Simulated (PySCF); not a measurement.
C2H4BNO, SMILES CBN=C=O. Heavy atoms are numbered as in [BH:1]([CH3:3])[N:7]=[C:8]=[O:9]. Hydrogens are named by the atom that carries them.

Geometry optimised at B3LYP-D3(BJ)/def2-SVP. The values are those of a single conformer.

Level of theory: PySCF with KT2/pcSseg-1.

GIAO shieldings, no solvent; atoms alike by connectivity are averaged. δ = σ(ref) − σ: ¹¹B against BF3 (σ = 89.8 ppm); ¹H against TMS (σ = 31.47 ppm); ¹³C against TMS (σ = 185.1 ppm); ¹⁵N against NH3 (σ = 266.2 ppm); ¹⁷O against H2O (σ = 330.4 ppm), references at their B3LYP-D3(BJ)/def2-TZVP geometries, non-relativistic.

```csv
nucleus,atoms,count,δ (ppm)
¹¹B,B1 (BH),1,38.9
¹H,H on B1,1,6.06
¹H,H on C3,3,1.19
¹³C,C8,1,131.1
¹³C,C3 (CH3),1,16.2
¹⁵N,N7,1,103.9
¹⁷O,O9,1,190.4
```
